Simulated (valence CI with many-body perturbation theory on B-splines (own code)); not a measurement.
Results of a calculation; reference values are marked as such.
**Basis-set convergence for Ge10+**

Method: configuration interaction combined with many-body perturbation theory (CI+MBPT): four valence electrons over a frozen Dirac-Fock core [Ar], a basis of 7 s, 7 p, 8 d, 6 f, 4 g, 1 h functions for each j, with the one-electron correlation potential Σ1, the two-electron term Σ2, the three-electron term Σ3, Breit, model QED; selected CI, second order for the rest, scaled by the run's own slope (own B-spline code, finite nucleus).

No measured levels were compared; by estimate terms of the open shell hold to 2 to 4 % of their energy, and close levels can change places. Only levels of the ground parity were solved; by the run's estimate the other parity begins above the list, which can be wrong where configurations are misplaced.

The reference run has the lowest level 3d4 5D_0 and an ionisation energy of 286.870 eV. Its largest variational space holds 16429 state functions.

Letters in brackets count levels of one name in rising energy.

Changed runs:
A. basis 6 s, 6 p, 5 d, 5 f, 1 g
B. basis 5 s, 5 p, 4 d, 4 f

Excitation energies of the reference run in cm⁻¹, and shifts in cm⁻¹:

```tsv
Level	Reference	A	B
3d4 5D_1	884	-6.0	-10
3d4 5D_2	2373	-10	-18
3d4 5D_3	4266	-13	-19
3d4 5D_4	6423	-13	-16
3d4 3P_0 [a]	40598	+476	+1019
3d4 3H_4	42966	+286	+926
3d4 3H_5	45014	+266	+907
3d4 3P_1 [a]	45493	+460	+1023
3d4 3H_6	46623	+265	+914
3d4 3F_3 [a]	48366	+373	+996
3d4 3F_2 [a]	48789	+398	+1001
3d4 3F_4 [a]	49493	+362	+981
Ionisation energy (eV)	286.870	-0.089	-0.125
```
